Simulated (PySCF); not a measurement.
[Zr(Cl)4] (charge 0, multiplicity 1)

All values below come from TPSSh-D3(BJ)/def2-TZVP // r2SCAN-D4/def2-SVP (PySCF 2.14.0).

```
Item                                                                   Value
-------------------------------------  -------------------------------------
HOMO                                                                -9.01 eV
dipole moment                                                         0.00 D
HOMO–LUMO gap                                                        5.83 eV
LUMO                                                                -3.18 eV
charge on the central atom (Mulliken)                                 1.38 e
total energy                                                   -1888.3018 Ha
cost                                   about 4 core-minutes (a rough figure)
```

```xyz
5

Zr     0.0000     0.0000     0.0000
Cl     1.4081     0.1678     1.8484
Cl    -2.2167    -0.0546     0.7148
Cl     0.4864    -1.9538    -1.1720
Cl     0.3222     1.8407    -1.3913
```
